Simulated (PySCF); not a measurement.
**C₆ coefficients of unlike pairs at UHF**

Calculated with PySCF 2.14 from the dipole response of each species, C₆(A,B) = (3/π) ∫ α_A(iu) α_B(iu) du, in atomic units, from isotropic polarisabilities. For ions this is the dispersion term alone; charge-induced terms of lower order in 1/R come first.

| species | configuration | basis | relativity | α (bohr³) | C₆ (like pair) |
| --- | --- | --- | --- | --- | --- |
| Ne³⁺ | [He] 2s2 2p3 (4S) | aug-cc-pVDZ (4s3p2d) | none | 0.7141 | 0.6066 |
| Ge²⁺ | [Ar] 3d10 4s2 (1S) | aug-cc-pVQZ-PP with one added diffuse shell each of s, p, d, f, g type with ECP10MDF (8s7p6d4f3g) | core potential | 11.96 | 47.28 |
| Kr²⁺ | [Ar] 3d10 4s2 4p4 (3P) | x2c-TZVPPall with one added diffuse shell each of s, p, d type (7s6p5d1f) | spin-free X2C | 7.406 | 35.95 |
| Li⁺ | 1s2 (1S) | aug-cc-pVQZ with one added diffuse shell each of s, p, d, f, g type (7s6p5d4f3g) | none | 0.1792 | 0.06340 |

Q: Estimate C₆ for Ge²⁺ with Ne³⁺.

A: The integral gives 4.474. The combination rule 2 C_A C_B / (C_A α_B/α_A + C_B α_A/α_B) gives 4.417 and the geometric mean 5.355.

No spin-orbit coupling is included.

The other pairs:

```tsv
pair	C₆
Li⁺, Kr²⁺	1.322
Kr²⁺, Ge²⁺	39.38
Li⁺, Ge²⁺	1.294
Li⁺, Ne³⁺	0.1938
Kr²⁺, Ne³⁺	4.368
```
